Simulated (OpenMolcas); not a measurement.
Co V: effect of the basis set

```json
{"Program": "OpenMolcas 26.06", "Method": "RASSCF", "Active space": "11 electrons in 8 orbitals (RAS1 3p, at most 2 holes; RAS2 3d)", "State averaging": "2S+1 = 6 even, 1 root; 2S+1 = 4 even, 24 roots; 2S+1 = 2 even, 53 roots", "Spin-orbit coupling": "RASSI with atomic mean-field integrals over the reference wave functions, term energies averaged over their components"}
```

A. ANO-RCC-VTZP [6s5p3d2f1g], DKH2, point nucleus; cost about 29 core-seconds
B. ANO-R2 [7s5p4d2f1g], X2C, finite nucleus; cost of the order of 26 core-seconds
C. ANO-RCC-VQZP [7s6p4d3f2g1h], DKH2, point nucleus; cost roughly 70 core-seconds

Energies in cm-1 above 3d5 6S 5/2, the measured ground level; measured values from Sugar and Corliss, J. Phys. Chem. Ref. Data 10, 1097 (1981).

```
               Level      A      B      C  Measured
          3d5 6S 5/2    0.0    0.0    0.0       0.0
          3d5 4G 5/2  43231  43338  43249          
          3d5 4G 7/2  43293  43392  43304          
         3d5 4G 11/2  43311  43408  43320     37218
          3d5 4G 9/2  43330  43424  43337          
          3d5 4P 5/2  44464  44541  44450     40753
          3d5 4P 3/2  44565  44629  44539     40891
          3d5 4P 1/2  44655  44708  44618     41024
          3d5 4D 7/2  51278  51341  51248     44709
          3d5 4D 1/2  51396  51442  51351     44908
          3d5 4D 3/2  51471  51508  51417          
          3d5 4D 5/2  51485  51521  51430          
   3d5 2D 5/2 [69 %]  63125  63312  63197     57083
         3d5 2I 11/2  63262  63464  63353          
         3d5 2I 13/2  63425  63606  63497          
          3d5 2D 3/2  64027  64138  64029     57823
       3d5 2F 7/2(1)  65815  65918  65809     59455
3d5 2F 5/2(1) [68 %]  66954  66956  66854     60532
          3d5 4F 9/2  68171  68250  68141     60830
          3d5 4F 7/2  68233  68300  68192     60974
          3d5 4F 5/2  68384  68427  68320          
          3d5 4F 3/2  68455  68494  68387          
          3d5 2H 9/2  72774  72950  72835     64742
         3d5 2H 11/2  73218  73344  73233     65284
```

Deviations, from unrounded energies. A percentage is the sum of absolute deviations over the sum of measured energies, with the sign that they share, or ± where signs differ.

```tsv
Against measurement	Levels	A	B	C
mean absolute deviation (cm-1)	14	6100	6200	6100
other terms of the ground configuration (%)	14	+11.6	+11.8	+11.6
```

A, B, C lie about equally close to measurement. The largest miss of C in the table is 3d5 2H 9/2, by +8100 cm-1. The ranking rests on the paired levels alone, and a cruder setting can come out closer through cancelling errors.

Among A to C the level of the table that moves most is 3d5 2I 11/2, by 200 cm-1 (lowest in A, highest in B).

Without dynamic correlation excited terms often stand tens of per cent too high (terms of higher spin than the ground term too low), and those without a measured partner can miss by more than the paired ones. Active for correlation alone: 3p; no level in the range computed is led by a configuration that opens it, so any true level of that kind is missing. Measured partners are found by configuration, term and J. A level has none where our copy of the source lacks it or the pairing is in doubt (some pairs that miss far off the trend of their configuration count as doubtful), and it then counts in no deviation. Levels of configurations outside the active space are missing. The table leaves out levels that lie high or whose names do not pair safely across all columns.

A share in square brackets marks a mixed level and gives the weight of the term that names it, the lowest over the columns. A number in round brackets counts repeated terms of one configuration in the order of the reference energies.
